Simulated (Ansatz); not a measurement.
Ansatz (an electronic-structure program) input (CCSD(T)/def2-SVPD):

Ansatz 0.2 input:
```yaml
crystal:
  periodic: [false, false, false]
  atoms:
    - {symbol: In, position_ang: [-0.00000000, -0.00000000, -1.75533115]}
    - {symbol: I, position_ang: [0.00000000, 0.00000000, 1.62285333]}
basis:
  gaussian:
    orbitals: def2-SVPD
total_charge: 1
magnetization: {spin_polarized: true, initial_magnetization: 1}
correlation: {method: ccsd_t, electrons: outside_noble_gas}
output: {forces: true}
```

Output:

```
Functional definition: HF
integrals: 0.08 GiB planned
868 factors; integrals over basis functions are off by at most 2.4e-4 eV
mean field: 0.29 GiB planned
mean field evaluation 1: about -13210.7083 eV, gradient 1.7e1 eV
mean field evaluation 2: about -13210.7270 eV, gradient 1.7e1 eV
mean field evaluation 4: about -13215.0807 eV, gradient 3.6e0 eV
mean field evaluation 8: about -13215.5098 eV, gradient 4.0e-1 eV
mean field evaluation 16: about -13215.5158 eV, gradient 1.1e-6 eV
mean field evaluation 32: about -13215.8494 eV, gradient 1.3e-6 eV
mean field evaluation 64: about -13215.5158 eV, gradient 1.0e-2 eV
mean field evaluation 96: about -13215.5158 eV, gradient 9.0e-5 eV
mean field evaluation 128: about -13210.3798 eV, gradient 7.7e0 eV
mean field evaluation 160: about -13210.9214 eV, gradient 1.1e0 eV
mean field evaluation 192: about -13215.8494 eV, gradient 2.8e-2 eV
mean field evaluation 224: about -13212.2505 eV, gradient 1.6e-2 eV
mean field evaluation 256: about -13212.4422 eV, gradient 7.2e-1 eV
mean field evaluation 288: about -13212.4809 eV, gradient 2.0e-1 eV
mean field evaluation 320: about -13212.1089 eV, gradient 2.3e0 eV
mean field evaluation 352: about -13212.4765 eV, gradient 2.2e-1 eV
mean field evaluation 384: about -13212.1087 eV, gradient 2.3e0 eV
mean field evaluation 416: about -13212.4879 eV, gradient 2.0e-1 eV
mean field evaluation 448: about -13212.1781 eV, gradient 9.2e-1 eV
mean field evaluation 480: about -13209.8738 eV, gradient 6.5e0 eV
mean field evaluation 512: about -13215.8494 eV, gradient 4.4e-4 eV
mean field evaluation 544: about -13212.2505 eV, gradient 3.5e-4 eV
mean field evaluation 576: about -13212.4425 eV, gradient 4.8e-1 eV
mean field -13215.84944130 eV, -485.6735089433 hartree, gradient 6.9e-7 eV, S^2 0.757452; 10 other end points of the search recorded, 0 dependent functions left out
determinant -13215.84944130 eV, -485.6735089433 hartree, with singles and doubles -13219.40003047 eV, -485.8039906885 hartree
determinant -13215.51580054 eV, -485.6612478715 hartree, with singles and doubles -13219.08829920 eV, -485.7925347759 hartree
determinant -13215.84944130 eV, -485.6735089433 hartree, with singles and doubles -13219.40505651 eV, -485.8041753921 hartree
determinant -13215.51580054 eV, -485.6612478715 hartree, with singles and doubles -13219.09046695 eV, -485.7926144392 hartree
18 core orbitals not correlated
reference -13215.84944130 eV, -485.6735089433 hartree; 5, 4 occupied and 44, 45 virtual orbitals, 868 factors
densities: 0.25 GiB planned
second order -2.92604492 eV of doubles, -0.00000000 eV of singles
coupled cluster: 0.19 GiB planned
cycle   1  -3.55561587 eV  change   -6.6e-7 eV  update   1.9e-6
cycle   2  -3.55561634 eV  change   -4.8e-7 eV  update   1.2e-6
cycle   3  -3.55561653 eV  change   -1.9e-7 eV  update   5.8e-7
cycle   4  -3.55561642 eV  change    1.1e-7 eV  update   2.2e-7
cycle   5  -3.55561641 eV  change    1.4e-8 eV  update   8.5e-8
perturbative correction -0.05928059 eV, -0.0021785214 hartree
the calculation of the forces begins
Total energy: -13219.46433830 eV, -485.8063539576 hartree
Atom 0 at    -0.000000    -0.000000    -1.755331 Å, force    -0.000000     0.000000    -0.167063 eV/Å
Atom 1 at     0.000000     0.000000     1.622853 Å, force    -0.000000    -0.000000     0.167063 eV/Å
Dipole moment:     0.000000    -0.000000    -0.968366 e Å
```
